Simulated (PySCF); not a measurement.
C2H8Si, triplet, at the geometry of the source list (a higher spin typed on purpose: for a closed-shell molecule this is an excited state); CCSD/def2-SV(P) run with PySCF.

The PySCF input:
```python
from pyscf import gto, scf, cc

mol = gto.M(
    atom='''
Si    0.051100   -0.579800   -0.497900
C     1.469500    0.594200   -0.033500
C    -1.513500   -0.094700    0.462400
H     0.425900   -1.960300   -0.161600
H    -0.209900   -0.488300   -1.941000
H     1.227400    1.626100   -0.273100
H     2.378900    0.339100   -0.569500
H     1.692600    0.548900    1.029000
H    -2.342500   -0.751400    0.215400
H    -1.822300    0.921700    0.233900
H    -1.357100   -0.155500    1.536000
''',
    basis='def2-sv(p)',
    charge=0,
    spin=2,
    verbose=4,
)

mf = scf.UHF(mol)
mf.kernel()

mycc = cc.CCSD(mf)
mycc.kernel()
print('E(CCSD) = %.10f' % mycc.e_tot)
mf.analyze()
```

Task: Predict the main parts of the log of this PySCF run.

Result: 
```
PySCF version 2.14.0

[INPUT] verbose = 4
[INPUT] num. atoms = 11
[INPUT] num. electrons = 34
[INPUT] charge = 0
[INPUT] spin (= nelec alpha-beta = 2S) = 2
[INPUT] symmetry False subgroup None
[INPUT] Mole.unit = angstrom
[INPUT] Symbol           X                Y                Z      unit          X                Y                Z       unit  Magmom
[...]
nuclear repulsion = 113.51800006913
number of shells = 36
number of NR pGTOs = 116
number of NR cGTOs = 62
basis = def2-sv(p)
ecp = {}

******** <class 'pyscf.scf.uhf.UHF'> ********
method = UHF
initial guess = minao
damping factor = 0
level_shift factor = 0
DIIS = <class 'pyscf.scf.diis.CDIIS'>
diis_start_cycle = 1
diis_space = 8
diis_damp = 0
SCF conv_tol = 1e-09
SCF conv_tol_grad = None
SCF max_cycles = 50
direct_scf = True
direct_scf_tol = 1e-13
number electrons alpha = 18  beta = 16
Set gradient conv threshold to 3.16228e-05
init E= -369.146201142736

cycle= 1 E= -368.759973469683  delta_E= 0.386  |g|= 0.246  |ddm|=   11

cycle= 2 E= -368.811706809942  delta_E= -0.0517  |g|= 0.0928  |ddm|= 1.69

cycle= 3 E= -368.819079268012  delta_E= -0.00737  |g|= 0.0359  |ddm|= 0.759

cycle= 4 E= -368.821387734076  delta_E= -0.00231  |g|= 0.0146  |ddm|= 0.613

cycle= 5 E= -368.822253241855  delta_E= -0.000866  |g|= 0.00806  |ddm|= 0.579

cycle= 6 E= -368.822611968951  delta_E= -0.000359  |g|= 0.00472  |ddm|= 0.454

cycle= 7 E= -368.822811509381  delta_E= -0.0002  |g|= 0.00267  |ddm|= 0.44

cycle= 8 E= -368.822888607403  delta_E= -7.71e-05  |g|= 0.00117  |ddm|= 0.334

cycle= 9 E= -368.822904075067  delta_E= -1.55e-05  |g|= 0.00061  |ddm|= 0.156

cycle= 10 E= -368.822907024483  delta_E= -2.95e-06  |g|= 0.000398  |ddm|= 0.0561

cycle= 11 E= -368.822908672577  delta_E= -1.65e-06  |g|= 0.000374  |ddm|= 0.0351

cycle= 12 E= -368.822908602615  delta_E= 7e-08  |g|= 0.000373  |ddm|= 0.00158

cycle= 13 E= -368.822908661714  delta_E= -5.91e-08  |g|= 0.00037  |ddm|= 0.0027

cycle= 14 E= -368.822908706464  delta_E= -4.48e-08  |g|= 0.000376  |ddm|= 0.000791

cycle= 15 E= -368.822908615167  delta_E= 9.13e-08  |g|= 0.000379  |ddm|= 0.00705

cycle= 16 E= -368.82290862135  delta_E= -6.18e-09  |g|= 0.000379  |ddm|= 0.00128

cycle= 17 E= -368.822908355465  delta_E= 2.66e-07  |g|= 0.000346  |ddm|= 0.00583

cycle= 18 E= -368.82290750854  delta_E= 8.47e-07  |g|= 0.000264  |ddm|= 0.0232

cycle= 19 E= -368.822906548762  delta_E= 9.6e-07  |g|= 0.000121  |ddm|= 0.0283

cycle= 20 E= -368.822906402224  delta_E= 1.47e-07  |g|= 5.38e-05  |ddm|= 0.0142

cycle= 21 E= -368.822906393772  delta_E= 8.45e-09  |g|= 2.34e-05  |ddm|= 0.00492

cycle= 22 E= -368.822906396503  delta_E= -2.73e-09  |g|= 7.28e-06  |ddm|= 0.00232

cycle= 23 E= -368.822906396887  delta_E= -3.85e-10  |g|= 3.65e-06  |ddm|= 0.000616

Extra cycle  E= -368.822906396947  delta_E= -5.97e-11  |g|= 2.97e-06  |ddm|= 0.000119
converged SCF energy = -368.822906396947  <S^2> = 2.0350186  2S+1 = 3.0232556

******** <class 'pyscf.cc.uccsd.UCCSD'> ********
CC2 = 0
CCSD nocc = (np.int64(18), np.int64(16)), nmo = (62, 62)
max_cycle = 50
direct = 0
conv_tol = 1e-07
conv_tol_normt = 1e-06
diis_space = 6
diis_start_cycle = 0
diis_start_energy_diff = 1e+09
Init t2, MP2 energy = -0.358398967586725
Init E_corr(UCCSD) = -0.358398967613771
cycle = 1  E_corr(UCCSD) = -0.391200134052621  dE = -0.0328011664  norm(t1,t2) = 0.0947664
cycle = 2  E_corr(UCCSD) = -0.404196571397962  dE = -0.0129964373  norm(t1,t2) = 0.0359636
cycle = 3  E_corr(UCCSD) = -0.409912859722154  dE = -0.00571628832  norm(t1,t2) = 0.0214099
cycle = 4  E_corr(UCCSD) = -0.411114201221483  dE = -0.0012013415  norm(t1,t2) = 0.0105021
cycle = 5  E_corr(UCCSD) = -0.410631747930265  dE = 0.000482453291  norm(t1,t2) = 0.00723311
cycle = 6  E_corr(UCCSD) = -0.410744941161892  dE = -0.000113193232  norm(t1,t2) = 0.00334911
cycle = 7  E_corr(UCCSD) = -0.410805542661828  dE = -6.06014999e-05  norm(t1,t2) = 0.00136264
cycle = 8  E_corr(UCCSD) = -0.410790808453275  dE = 1.47342086e-05  norm(t1,t2) = 0.000634508
[...]
E(UCCSD) = -369.23368200679  E_corr = -0.4107756098430337
E(CCSD) = -369.2336820068
Total Energy =                        -368.822906396946962
[...]
Two-electron Coulomb Energy =          282.776651207642544
DFT Exchange-Correlation Energy =      -33.458869500164241
**** MO energy ****
                             alpha | beta                alpha | beta
[...]
To work with the spin densities directly, `use mulliken_meta_spin()` only printing them here.

 ** Mulliken spin pop alpha/beta on meta-lowdin orthogonal AOs **
 ** Mulliken Spin Density (per AO)  **
spin_pop of  0 Si 1s        0.00000
spin_pop of  0 Si 2s        0.00000
spin_pop of  0 Si 3s       -0.03029
spin_pop of  0 Si 4s        0.04877
spin_pop of  0 Si 2px       0.00001
spin_pop of  0 Si 2py       0.00000
spin_pop of  0 Si 2pz       0.00000
spin_pop of  0 Si 3px       0.20032
spin_pop of  0 Si 3py       0.18077
spin_pop of  0 Si 3pz       0.14601
spin_pop of  0 Si 4px       0.00708
spin_pop of  0 Si 4py       0.03496
spin_pop of  0 Si 4pz       0.02487
spin_pop of  0 Si 3dxy      0.00822
spin_pop of  0 Si 3dyz      0.00895
spin_pop of  0 Si 3dz^2     0.00451
spin_pop of  0 Si 3dxz      0.00744
spin_pop of  0 Si 3dx2-y2    0.00765
spin_pop of  1 C 1s       -0.00000
spin_pop of  1 C 2s        0.12764
spin_pop of  1 C 3s        0.00972
spin_pop of  1 C 2px       0.25618
spin_pop of  1 C 2py       0.13944
spin_pop of  1 C 2pz       0.02846
spin_pop of  1 C 3px       0.00022
spin_pop of  1 C 3py      -0.00004
spin_pop of  1 C 3pz       0.00021
spin_pop of  1 C 3dxy      0.00101
spin_pop of  1 C 3dyz      0.00067
spin_pop of  1 C 3dz^2     0.00013
spin_pop of  1 C 3dxz      0.00021
spin_pop of  1 C 3dx2-y2    0.00020
spin_pop of  2 C 1s       -0.00000
spin_pop of  2 C 2s        0.12782
spin_pop of  2 C 3s        0.00975
spin_pop of  2 C 2px       0.29987
spin_pop of  2 C 2py       0.02515
spin_pop of  2 C 2pz       0.09908
spin_pop of  2 C 3px       0.00010
spin_pop of  2 C 3py       0.00029
spin_pop of  2 C 3pz       0.00000
spin_pop of  2 C 3dxy      0.00040
spin_pop of  2 C 3dyz      0.00063
spin_pop of  2 C 3dz^2    -0.00015
spin_pop of  2 C 3dxz      0.00096
spin_pop of  2 C 3dx2-y2    0.00038
spin_pop of  3 H 1s       -0.01955
spin_pop of  3 H 2s        0.02070
spin_pop of  4 H 1s       -0.01960
spin_pop of  4 H 2s        0.02067
spin_pop of  5 H 1s       -0.01244
spin_pop of  5 H 2s        0.02695
spin_pop of  6 H 1s        0.06867
spin_pop of  6 H 2s        0.01228
spin_pop of  7 H 1s       -0.01242
spin_pop of  7 H 2s        0.02694
spin_pop of  8 H 1s        0.06872
spin_pop of  8 H 2s        0.01232
spin_pop of  9 H 1s       -0.01241
spin_pop of  9 H 2s        0.02697
spin_pop of  10 H 1s       -0.01240
spin_pop of  10 H 2s        0.02697
 ** Mulliken Spin Density (per atom)  **
spin density of  0 Si =      0.64927
spin density of  1 C =      0.56407
spin density of  2 C =      0.56429
spin density of  3 H =      0.00115
spin density of  4 H =      0.00107
spin density of  5 H =      0.01450
spin density of  6 H =      0.08095
spin density of  7 H =      0.01452
spin density of  8 H =      0.08103
spin density of  9 H =      0.01456
spin density of  10 H =      0.01458
 ** Mulliken pop alpha/beta on meta-lowdin orthogonal AOs **
 ** Mulliken pop       alpha | beta **
In total            18.00000 | 16.00000
 ** Mulliken atomic charges   ( Nelec_alpha | Nelec_beta ) **
charge of  0Si =      0.48312  (     7.08308      6.43380 )
charge of  1C =     -0.36571  (     3.46489      2.90082 )
charge of  2C =     -0.36587  (     3.46508      2.90079 )
charge of  3H =     -0.15843  (     0.57979      0.57864 )
charge of  4H =     -0.15836  (     0.57972      0.57864 )
charge of  5H =      0.09397  (     0.46027      0.44576 )
charge of  6H =      0.09475  (     0.49310      0.41215 )
charge of  7H =      0.09396  (     0.46028      0.44576 )
charge of  8H =      0.09471  (     0.49316      0.41213 )
charge of  9H =      0.09394  (     0.46031      0.44575 )
charge of  10H =      0.09391  (     0.46033      0.44576 )
Dipole moment(X, Y, Z, Debye): -0.03859,  0.45510,  0.39046
```
